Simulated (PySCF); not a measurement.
C2H4F2Si2, SMILES C#C[Si@H](F)[SiH2]F. Atoms are numbered in the order given.

```xyz
10

C      2.7981     0.9253     0.2819
C      1.8341     0.1828     0.3268
Si     0.3277    -0.8470     0.4048
F      0.3153    -1.8832    -0.8564
Si    -1.5700     0.5327     0.2823
F     -1.4167     1.5188    -1.0102
H      3.6534     1.5759     0.2400
H      0.3407    -1.6551     1.6540
H     -2.8202    -0.2614     0.1229
H     -1.6624     1.3728     1.5102
```

Coordinates come from a B3LYP-D3(BJ)/def2-SVP optimisation. The structure was generated by enumeration; whether it is a known compound was not checked. Other conformers were not sampled.

All values below come from PySCF with B3LYP-D3(BJ)/def2-SVP.

Frequencies are harmonic and unscaled.

| mode | ν (cm⁻¹) | IR (km/mol) | moving atoms (share of kinetic energy) |
|---|---|---|---|
| 1 | 38 | 2.0 | F 60 %, C 16 %, H 14 %, Si 10 % |
| 2 | 77 | 1.6 | C 33 %, F 32 %, Si 20 %, H 15 % |
| 3 | 115 | 1.3 | F 60 %, Si 19 %, H 11 %, C 9 % |
| 4 | 160 | 4.9 | F 42 %, C 33 %, H 14 %, Si 12 % |
| 5 | 210 | 6.2 | C 39 %, F 25 %, Si 24 %, H 13 % |
| 6 | 333 | 48.9 | C 55 %, Si 26 %, H 10 %, F 8 % |
| 7 | 366 | 33.4 | C 47 %, Si 30 %, F 17 % |
| 8 | 416 | 5.1 | Si 65 %, H 16 %, C 11 % |
| 9 | 501 | 27.7 | H 73 %, Si 19 % |
| 10 | 649 | 52.3 | C 45 %, Si 42 %, H 11 % |
| 11 | 737 | 24.9 | H 76 %, C 24 % |
| 12 | 739 | 11.9 | H 91 % |
| 13 | 767 | 21.5 | H 75 %, C 25 % |
| 14 | 782 | 279.3 | H 81 %, Si 15 % |
| 15 | 821 | 16.7 | H 77 %, F 19 % |
| 16 | 853 | 37.0 | F 44 %, H 42 %, Si 14 % |
| 17 | 892 | 241.3 | Si 39 %, F 32 %, H 29 % |
| 18 | 918 | 163.3 | H 41 %, Si 35 %, F 24 % |
| 19 | 951 | 89.5 | H 86 %, Si 11 % |
| 20 | 2149 | 62.4 | C 90 %, H 10 % |
| 21 | 2220 | 78.9 | H 98 % |
| 22 | 2232 | 121.3 | H 96 % |
| 23 | 2236 | 123.8 | H 97 % |
| 24 | 3453 | 53.7 | H 86 %, C 14 % |
